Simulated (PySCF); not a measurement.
This PySCF input asks for the NMR shieldings of `C[C@@H]1C[C@@H](C)[P@H](=O)C1`, C₆H₁₃OP; the geometry comes from PBE0-D3(BJ)/def2-SVP.

```python
import basis_set_exchange as bse
import numpy as np
from pyscf import gto, dft
from pyscf.prop import nmr

atoms = """
C     2.113459   -1.046207    0.669849
C     1.399288    0.173548    0.094692
C     0.074471    0.476896    0.813375
C    -0.968747   -0.576975    0.419013
C    -2.415808   -0.131258    0.557415
P    -0.483283   -1.108947   -1.286084
O    -0.309234   -2.580206   -1.502944
C     1.016053   -0.051443   -1.376370
H     1.537870   -1.971131    0.503895
H     2.284973   -0.934338    1.751437
H     3.091051   -1.188418    0.184654
H     2.065721    1.047957    0.178851
H     0.205894    0.521148    1.906717
H    -0.284544    1.472263    0.497117
H    -0.815163   -1.498968    1.005566
H    -2.642885    0.144251    1.599376
H    -3.114486   -0.930080    0.265510
H    -2.627324    0.749737   -0.070185
H    -1.436068   -0.477444   -2.148300
H     1.794232   -0.552316   -1.970810
H     0.756398    0.899577   -1.869612
"""
names = dict.fromkeys(["C", "P", "O", "H"], "pcSseg-1")
basis = {el: gto.basis.parse(bse.get_basis(n, elements=[el], fmt="nwchem")) for el, n in names.items()}
mol = gto.M(atom=atoms, basis=basis, charge=0, verbose=0)
mf = dft.RKS(mol, xc="PBE0")
mf.grids.level = 2
mf.grids.alignment = dft.numint.BLKSIZE   # the property module wants whole blocks of grid points
mf.conv_tol = 1e-9
mf.kernel()

calc = nmr.RKS(mf)   # GIAO
C = mf.mo_coeff
Co = C[:, mf.mo_occ > 0]
resp = mf.gen_response(singlet=True, hermi=2)
def vind(x):   # induced exchange potential for any number of trial vectors
    d = np.einsum("pi,xij,qj->xpq", C, 2 * x.reshape(-1, C.shape[1], Co.shape[1]), Co, optimize=True)
    return np.einsum("xpq,pi,qj->xij", resp(d - d.transpose(0, 2, 1)), C, Co, optimize=True).ravel()
mo1, _ = nmr.rhf.solve_mo1(calc, with_cphf=vind)
sigma = calc.kernel(mo1)
for i, s in enumerate(sigma):   # ppm
    print("%2d %-2s %9.2f" % (i, mol.atom_pure_symbol(i), np.trace(s) / 3))
```

Q: Give the expected output.

A: 
```
 0 C     162.22
 1 C     148.95
 2 C     141.30
 3 C     148.14
 4 C     168.39
 5 P     281.99
 6 O     210.72
 7 C     145.41
 8 H      29.53
 9 H      30.38
10 H      30.11
11 H      29.14
12 H      29.49
13 H      30.33
14 H      29.43
15 H      29.96
16 H      29.60
17 H      30.64
18 H      24.09
19 H      29.76
20 H      30.01
```

These numbers come from an equivalent density-fitted implementation of the same equations, which agrees with the script to about 0.01 ppm for H and up to a few tenths of a ppm for heavy atoms, so last digits may differ.

Q: Turn these shieldings into chemical shifts. References, each an isolated molecule treated in the same way: $^{13}$C (σ = 184.41 ppm), $^{1}$H (σ = 31.27 ppm) against TMS; $^{31}$P (σ = 310.13 ppm) against H3PO4; $^{17}$O (σ = 334.56 ppm) against H2O.

A: Averaging equivalent atoms: C 2: 43.1; C 7: 39.0; C 3: 36.3; C 1: 35.5; C 0: 22.2; C 4: 16.0; P 5: 28.1; O 6: 123.8; H 18: 7.17; H 11: 2.12; H 14: 1.84; H 12: 1.78; H 19: 1.51; H 20: 1.26; H 8/9/10: 1.26; H 15/16/17: 1.20; H 13: 0.93 ppm. Experimental scales use liquid or dissolved standards, which lie at an offset from isolated H2O (liquid H2O: subtract about 36 ppm) and H3PO4.

Size and cost of the density-fitted run: 208 basis functions, 31 s wall time on 1 thread of an Arm Neoverse V2, shared host; peak memory 0.99 GiB.
